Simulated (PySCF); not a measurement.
# Si 2p3/2 core levels and what the atom is bonded to

Gas-phase molecules, one conformer each, relaxed by PBE0-D3(BJ)/def2-SVP with no frequency check. Core levels by delta-SCF with SCAN, pcX-2 on the ionised atom and pcseg-1 elsewhere, spin-free X2C (2p3/2 is the spin-free 2p value less a third of a first-order spin-orbit splitting); energies from the vacuum level.

```json
{"structure (SMILES)": "O[SiH]([SiH3])C[SiH3]", "Si bonded to": "1 C + 1 O + 1 Si + 1 H", "mean electronegativity of these (Pauling)": "2.52", "Si 2p3/2 (eV)": "106.87"}
{"structure (SMILES)": "[SiH3]C[SiH](Cl)N[SiH3]", "Si bonded to": "1 C + 1 Cl + 1 N + 1 H", "mean electronegativity of these (Pauling)": "2.74", "Si 2p3/2 (eV)": "107.64"}
{"structure (SMILES)": "[SiH3]C[Si](Cl)(Cl)S[SiH3]", "Si bonded to": "1 C + 2 Cl + 1 S", "mean electronegativity of these (Pauling)": "2.86", "Si 2p3/2 (eV)": "108.55"}
{"structure (SMILES)": "C[Si](C)(C)F", "Si bonded to": "3 C + 1 F", "mean electronegativity of these (Pauling)": "2.91", "Si 2p3/2 (eV)": "107.12"}
{"structure (SMILES)": "O[Si](F)(N[SiH3])[O][GeH3]", "Si bonded to": "1 F + 1 N + 2 O", "mean electronegativity of these (Pauling)": "3.48", "Si 2p3/2 (eV)": "?"}
{"structure (SMILES)": "F[Si](F)(F)F", "Si bonded to": "4 F", "mean electronegativity of these (Pauling)": "3.98", "Si 2p3/2 (eV)": "111.99"}
```

Task: Fit a straight line to the complete rows and predict the core level of Si in O[Si](F)(N[SiH3])[O][GeH3], bonded to 1 F + 1 N + 2 O.

Result: E = 97.827 + 3.533·χ (5 points, rms 0.53 eV, correlation 0.959). At 3.48 this gives 110.12 eV; the calculation itself gave 108.53 eV, so the fit is off by 1.59. One far point carries much of this line.

For scale, for O[Si](F)(N[SiH3])[O][GeH3]: run time: 64 s on 1 thread of Arm Neoverse V1 (aarch64), shared host, peak memory 0.74 GiB, launched as `OMP_NUM_THREADS=1 python cluster_run.py task.json out`.
